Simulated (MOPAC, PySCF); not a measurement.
CH₈Si₃, SMILES `C[SiH2][SiH]=[SiH2]` (C–Si–Si–Si torsion 105°), neutral singlet in the gas phase. 

Z-matrix (Å, degrees):
```
Si
H 1 1.4886
H 1 1.4898 2 108.18
C 1 1.8744 2 111.06 3 -120.52
H 4 1.0915 1 110.53 2 -58.63
H 4 1.0919 5 108.25 1 121.51
H 4 1.0929 5 108.62 6 117.33
Si 1 2.3181 2 105.34 3 116.73
H 8 1.4853 1 120.88 2 178.39
Si 8 2.1400 9 117.68 1 162.63
H 10 1.4807 8 120.65 9 -179.56
H 10 1.4815 11 113.61 8 167.60
```
Charge 0, multiplicity 1.

All levels are single points at this geometry (PBE0-D3(BJ)/def2-TZVP); Pople sets use spherical d functions. Orbital energies aren't observables, and empty levels follow the basis.

PM3 in MOPAC gives HOMO (eV) = -7.88.

Question: Estimate the HOMO (eV) from each of these levels: PBE-D3(BJ)/def2-TZVP in PySCF; PBE0-D3(BJ)/def2-TZVP in PySCF; ωB97X-D3(BJ)/def2-TZVP in PySCF; B3LYP/6-311+G** in PySCF; B3LYP/6-31G* in PySCF; B3LYP/LANL2DZ in PySCF; M06-2X/6-31G* in PySCF; PBE/6-31G* in PySCF; HF/3-21G in PySCF; HF/6-31G* in PySCF; HF/STO-3G in PySCF; PM6 in MOPAC.

Answer: 
```csv
level,HOMO (eV)
PBE-D3(BJ)/def2-TZVP in PySCF,-5.12
PBE0-D3(BJ)/def2-TZVP in PySCF,-5.91
ωB97X-D3(BJ)/def2-TZVP in PySCF,-7.91
B3LYP/6-311+G** in PySCF,-5.74
B3LYP/6-31G* in PySCF,-5.60
B3LYP/LANL2DZ in PySCF,-5.84
M06-2X/6-31G* in PySCF,-6.62
PBE/6-31G* in PySCF,-5.03
HF/3-21G in PySCF,-7.53
HF/6-31G* in PySCF,-7.35
HF/STO-3G in PySCF,-3.49
PM6 in MOPAC,-7.20
```
